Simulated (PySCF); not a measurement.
First SCF of a structure search on triplet CaO2, at a hand-made bent geometry. PySCF input:

```python
from pyscf import gto, scf, dft
mol = gto.M(atom='''
Ca     0.000000     0.000000     0.000000
O      1.671100     0.000000     1.170100
O     -1.671100     0.000000     1.170100''',
    basis={'Ca': 'def2-TZVP', 'O': 'def2-TZVP'},
    charge=0, spin=2)
mf = dft.UKS(mol, xc='B3LYP')
mf.grids.atom_grid = (50, 194)
aux = {'Ca': 'def2-universal-JKFIT', 'O': 'def2-universal-JKFIT'}
mf = mf.density_fit(auxbasis=aux)
mf.conv_tol = 1e-08
mf.diis_space = 10
mf.max_cycle = 60
mf.init_guess = 'minao'
mf.verbose = 4
mf.kernel()
```

Excerpt of the output (cycles alone):

```
init E= -827.76911817046
cycle= 1 E= -827.830078163536  delta_E= -0.061  |g|= 0.572  |ddm|= 1.54
cycle= 2 E= -826.659691290116  delta_E= 1.17  |g|=  1.7  |ddm|= 1.38
cycle= 3 E= -827.983374550928  delta_E= -1.32  |g|= 0.079  |ddm|= 1.12
cycle= 4 E= -827.985740576016  delta_E= -0.00237  |g|= 0.0439  |ddm|= 0.107
cycle= 5 E= -827.986612864193  delta_E= -0.000872  |g|= 0.0107  |ddm|= 0.0352
cycle= 6 E= -827.986685930803  delta_E= -7.31e-05  |g|= 0.00187  |ddm|= 0.0105
cycle= 7 E= -827.986689753563  delta_E= -3.82e-06  |g|= 0.00089  |ddm|= 0.00285
cycle= 8 E= -827.986690295063  delta_E= -5.42e-07  |g|= 0.000212  |ddm|= 0.000954
cycle= 9 E= -827.986689674316  delta_E= 6.21e-07  |g|= 0.00123  |ddm|= 0.000858
cycle= 10 E= -827.986690402981  delta_E= -7.29e-07  |g|= 0.000174  |ddm|= 0.000707
cycle= 11 E= -827.986690486179  delta_E= -8.32e-08  |g|= 8.46e-05  |ddm|= 0.000513
cycle= 12 E= -827.986690575328  delta_E= -8.91e-08  |g|= 4.18e-05  |ddm|= 0.000927
cycle= 13 E= -827.986690603521  delta_E= -2.82e-08  |g|= 9.73e-06  |ddm|= 0.000764
cycle= 14 E= -827.986690604193  delta_E= -6.72e-10  |g|= 1.25e-06  |ddm|= 0.00013
Extra cycle  E= -827.986690604189  delta_E= 3.52e-12  |g|= 2.65e-06  |ddm|= 2.19e-06
converged SCF energy = -827.986690604189  <S^2> = 2.0556025  2S+1 = 3.0368421
```

This is not the lowest solution: another start and a stability analysis within the same unrestricted form found one 96.5 kJ/mol lower, at -828.02345 Eh.

The search for the lowest solution, 3 starts and the stability check together, took 8 s on 4 threads of a shared Arm Neoverse V2 host, with 98 basis functions; the process peaked at 0.44 GiB. Launch command: `OMP_NUM_THREADS=4 python axn.py task.json out`.
